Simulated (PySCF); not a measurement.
TeF₂, SMILES F[Te]F. Geometry: B3LYP-D3(BJ)/def2-TZVP. The def2 effective core potentials stand for the cores of Te; spin–orbit coupling is left out.

Computed equilibrium geometry at B3LYP-D3(BJ)/def2-TZVP (PySCF confirms it by a frequency run) as bond lengths and angles, and its point group:
point group C2v.
Atoms: Te1 F2 F3. Bond lengths (Å): Te1–F2 1.907, Te1–F3 1.907. Angles (°): F2–Te1–F3 95.1.
